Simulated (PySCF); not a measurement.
## Telling isomers of C4H10BNO apart by NMR

Method: σ from GIAO-PBE0/pcSseg-1, J couplings at B3LYP/pcJ-1 (spin–dipole term left out of most H,H and C,H couplings), geometry: PBE0-D3(BJ)/def2-SVP, in PySCF (one conformer, averaged over atoms made equivalent by symmetry, fast rotation or ring inversion, non-relativistic Hamiltonian, no solvent model).

δ = σ(ref) − σ, references computed at the same level: $^{1}$H and $^{13}$C against TMS. Multiplet labels drop J under 1 Hz and among equivalent protons, and merge close values. Unscaled 3J(H,H) run several per cent high. Acid and N–H amide carbonyl carbons lie up to 10 ppm further downfield in solution (hydrogen bonding). Couplings to H on boron are left out. Carbons bonded to boron are broad in practice. Shifts are as computed. Against solution values, carbons near 30 ppm lie about +2 ppm off and those near 130 ppm about +5 ppm. Of 1211 compounds with measured shifts, 218 miss one by over three times the rms of a fit or turn the order of signals round; such compounds aren't used in these exercises. Across acyclic CH2–CH2 and CH–CH2 bonds, 3J(H,H) assumes equally populated rotamers. OH and NH positions are gas-phase values without hydrogen bonding to other molecules.

(1) Tabulate the signals of `CC#[N+][BH2-]COC`, `C=CCOBNC`, `CB(C)NC(C)=O` and their relative energies.

(2) What is the quickest way to tell CC#[N+][BH2-]COC from C=CCOBNC?

(3) What is the quickest way to tell CC#[N+][BH2-]COC from CB(C)NC(C)=O?

(4) What is the quickest way to tell C=CCOBNC from CB(C)NC(C)=O?

Answers

(1) 
```tsv
SMILES	carbon types	δC	δH	E rel. (kcal/mol)
CC#[N+][BH2-]COC	1×C 1×CH2 2×CH3	115.2, 70.5, 62.3, 1.9	3.21 (s, 3H), 2.78 (s, 2H), 2.29 (br, 2H), 2.20 (s, 3H)	78.3
C=CCOBNC	1×CH 2×CH2 1×CH3	148.6, 122.6, 74.0, 27.9	5.99 (ddt, 1H), 5.41 (dq, 1H), 5.28 (dq, 1H), 4.34 (dt, 2H), 4.12 (br, 1H), 2.75 (s, 3H), 2.46 (br s, 1H)	21.2
CB(C)NC(C)=O	1×C 3×CH3	173.9, 26.4, 9.4	6.21 (br s, 1H), 1.96 (s, 3H), 0.69 (s, 6H)	0.0
```

Energies are electronic energies at PBE0/pcSseg-1 on these geometries, without zero-point or thermal terms, each for the one conformer computed, which needn't be the lowest.

(2) Both give the same number of carbon signals, but DEPT or the intensities differ. The first has a nitrilium-type carbon (C) at 115.2 ppm, the second an alkene CH at 148.6 ppm. In the proton spectra the most deshielded non-exchanging signals are 3.21 (s, 3H) and 5.99 (ddt, J = 18.1, 11.3, 7.6 Hz, 1H).

(3) Count the carbon signals: 4 against 3. The first has an sp3 CH2 bonded to B and O at 70.5 ppm, the second an amide carbonyl carbon (C) at 173.9 ppm. Their most deshielded carbons lie at 115.2 and 173.9 ppm. In the proton spectra the most deshielded non-exchanging signals are 3.21 (s, 3H) and 1.96 (s, 3H).

(4) Count the carbon signals: 4 against 3. The first has an alkene CH at 148.6 ppm, the second an amide carbonyl carbon (C) at 173.9 ppm. In the proton spectra the most deshielded non-exchanging signals are 5.99 (ddt, J = 18.1, 11.3, 7.6 Hz, 1H) and 1.96 (s, 3H).
